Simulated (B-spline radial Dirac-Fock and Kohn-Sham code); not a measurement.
## Elastic and transport cross sections of lead for electrons

Method: relativistic (Dirac) partial waves in the static field of the Dirac-Fock atom with Furness-McCarthy exchange, without polarisation or absorption potentials. Computed with a radial B-spline solver. σ_tr1 and σ_tr2 weight the cross section with 1 − P₁ and 1 − P₂ of cos θ; "backward" is the share scattered beyond 90°.

| energy (eV) | σ (a₀²) | σ_tr1 (a₀²) | σ_tr2 (a₀²) | σ/σ_tr1 | backward (%) |
| --- | --- | --- | --- | --- | --- |
| 446 | 16.9 | 3.73 | 5.10 | 4.53 | 9.1 |
| 500 | 15.7 | 3.64 | 4.71 | 4.32 | 9.7 |
| 701 | 12.9 | 3.19 | 3.49 | 4.06 | 10 |
| 856 | 11.7 | 2.83 | 2.84 | 4.12 | 10 |
| 1000 | 10.8 | 2.53 | 2.40 | 4.26 | 10 |
| 1060 | 10.5 | 2.42 | 2.26 | 4.34 | 10 |
| 1100 | 10.3 | 2.35 | 2.17 | 4.39 | 9.9 |
| 1170 | 10.0 | 2.23 | 2.04 | 4.49 | 9.7 |
| 1230 | 9.79 | 2.14 | 1.94 | 4.58 | 9.6 |
| 1330 | 9.44 | 1.99 | 1.79 | 4.73 | 9.3 |
| 1360 | 9.34 | 1.95 | 1.75 | 4.78 | 9.3 |
| 1500 | 8.91 | 1.78 | 1.59 | 5.00 | 8.9 |
| 1780 | 8.21 | 1.50 | 1.36 | 5.47 | 8.1 |
| 1960 | 7.83 | 1.36 | 1.25 | 5.78 | 7.6 |
| 2000 | 7.75 | 1.33 | 1.23 | 5.85 | 7.5 |
| 2030 | ? | ? | ? | ? | ? |
| 2160 | 7.47 | 1.22 | 1.15 | 6.12 | 7.1 |
| 2480 | 6.97 | 1.04 | 1.03 | 6.68 | 6.3 |

**Question.** Fill in the row for 2.03 keV.

**Answer.** σ = 7.70 a₀², σ_tr1 = 1.30 a₀², σ_tr2 = 1.22 a₀², σ/σ_tr1 = 5.90, backward 7.4 %. The ratio σ/σ_tr1 is roughly the number of elastic collisions that randomise the direction.
